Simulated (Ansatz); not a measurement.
Two shapes of singlet CH3Br.

Shape 1:

```xyz
5

C     0.0000    0.0000   -1.5112
Br    0.0000    0.0000    0.4183
H     0.0000   -1.0395   -1.8580
H    -0.9002    0.5197   -1.8580
H     0.9002    0.5197   -1.8580
```

Shape 2:

```xyz
5

C     0.0000    0.0000   -1.3903
Br    0.0000    0.0000    0.3849
H     0.0000   -0.9563   -1.7093
H    -0.8282    0.4782   -1.7093
H     0.8282    0.4782   -1.7093
```

Basis set: def2-TZVP (spherical functions). Correlated methods keep 10 orbitals frozen. Charge 0, multiplicity 1.

Computed with Ansatz (development build ahead of 0.2.0); each method stands on the lowest determinant of its kind that the runs found.

(1) Which shape is lower in energy, and by how much in each method?

## Answers

(1)

```json
{"method": "RHF", "E(2) − E(1) (eV)": "0.631"}
{"method": "RHF-MP2", "E(2) − E(1) (eV)": "0.659"}
```

Shape 1 is lower.
